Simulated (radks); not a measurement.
Sb V, 47 electrons, occupied as [Kr] 4d10 5s1 (the NIST ground configuration).

All-electron calculation, scalar-relativistic Kohn-Sham, HCTH/407, spin-polarised, spherical densities, finite nucleus; open shells are filled with parallel spins first (spin-orbit coupling, left out, can overturn this in heavy ions); Fermi nuclear charge, rms radius 4.6802 fm. Program: a radial shooting solver on a logarithmic mesh with Libxc functionals.

Energy parts (hartree):
| part | energy |
|---|---|
| total | -6481.94122 |
| kinetic | 6778.34193 |
| electron-nucleus | -15600.57826 |
| Hartree | 2513.53242 |
| exchange-correlation | -173.23731 |

Orbitals (lengths in bohr, moments of r in powers of bohr; r(max) is where P^2 peaks):
orbital  occ.  eigenvalue (hartree)   r(max)      <r^4>     <r^2>
1s up       1             -1114.929  0.01836  3.130e-06  0.001095
1s down     1             -1114.927  0.01836  3.130e-06  0.001095
2s up       1             -171.2603   0.1037  0.0005399   0.01773
2s down     1             -171.2590   0.1037  0.0005399   0.01773
2p up       3             -154.0175  0.08304  0.0003884   0.01400
2p down     3             -154.0161  0.08304  0.0003884   0.01400
3s up       1             -34.91298   0.2999    0.02370    0.1247
3s down     1             -34.91098   0.2999    0.02370    0.1247
3p up       3             -29.28286   0.2933    0.02496    0.1251
3p down     3             -29.28077   0.2933    0.02496    0.1251
3d up       5             -20.68393   0.2438    0.02229    0.1101
3d down     5             -20.68197   0.2438    0.02229    0.1101
4s up       1              -7.08887   0.7221     0.7337    0.7042
4s down     1              -7.08503   0.7223     0.7302    0.7032
4p up       3              -5.35966   0.7612      1.035    0.8217
4p down     3              -5.35461   0.7614      1.025    0.8188
4d up       5              -2.83318   0.8423      2.416     1.188
4d down     5              -2.82171   0.8416      2.415     1.182
5s up       1              -1.84771    1.761      24.96     4.160
5s down     0              -1.85168    1.812      24.52     4.239
5p up       0              -1.44006    1.994      44.26     5.490
5p down     0              -1.45877    2.130      35.34     5.139
6s up       0              -0.84775    3.874      391.7     17.13

The highest occupied level is 5s up at -50.279 eV. The configuration is held as typed, so some empty levels lie below it. For comparison, the ionisation energy in NIST's Atomic Spectra Database is 55.0 eV (semi-empirical). In exact Kohn-Sham theory the highest level is minus the ionisation energy, but local and semilocal functionals leave it too shallow, through self-interaction and a potential that decays too fast; potentials with the right tail come closer. The density falls to 0.001 e/bohr^3 at r = 3.10 bohr. The electron density at the nucleus is 2.148e+05 e/bohr^3 (large components only). The spin density at the nucleus is 70.93 e/bohr^3 (1s 0.29, 2s 0.10, 3s -0.05, 4s 0.04, 5s 70.55).
